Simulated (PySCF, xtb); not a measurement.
C4H13NSi, SMILES CCCNC[SiH3].

GFN2-xTB (xtb) at its own geometry gives an orbital gap of 4.72 eV and a dipole moment of 0.98 D.

Geometry optimised at PBE-D3(BJ)/def2-SVP. The values are those of a single conformer.

### Question
What does PBE/def2-TZVP (PySCF) give? (Estimate from the structure and the level; the computed values follow.)

### Answer
gap 5.01 eV (levels -5.15 and -0.14 eV), dipole 1.25 D.
